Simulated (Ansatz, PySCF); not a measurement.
Pair of molecules: dimethyl selenide (SMILES C[Se]C) (first 9 atoms) with H2O (SMILES O); geometry from B3LYP-D3(BJ)/def2-TZVP, rigid monomers moved along the line of their centres of mass till Se2···H12 is 2.88 Å.
(charge 0, multiplicity 1):
```xyz
12

C     -0.894     1.694    -0.207
Se     0.599     0.449     0.068
C     -0.431    -1.204    -0.179
H     -1.661     1.513     0.542
H     -0.494     2.699    -0.091
H     -1.292     1.573    -1.212
H     -1.218    -1.256     0.570
H      0.262    -2.031    -0.046
H     -0.846    -1.231    -1.184
O     -1.344     0.171     3.251
H     -1.038     0.216     4.162
H     -0.551     0.293     2.703
```

Counterpoise-corrected where a basis set is named; no monomer relaxation. Rows marked so take none.

Correlated levels freeze the cores. Filled d and f shells under p-block atoms count as core. Rows in 3-21G carry no dispersion term and start afresh at each structure; the Pople sets are all-electron and without relativity.

The values were computed with Ansatz (Gaussian basis) for Hartree–Fock, density functionals and correlated methods; PySCF for 3-21G rows. Values without a source in brackets are computed.

Q: One of these levels gives -185.1 meV for the interaction energy. Which?
(A) B3LYP/3-21G (no counterpoise)
(B) HF/3-21G (no counterpoise)
(C) SCS-MP2/aug-cc-pVDZ

A: B, HF/3-21G (no counterpoise). The others give -241.5 (B3LYP/3-21G (no counterpoise)), -157.4 (SCS-MP2/aug-cc-pVDZ)

Ansatz is a program for electronic structure.
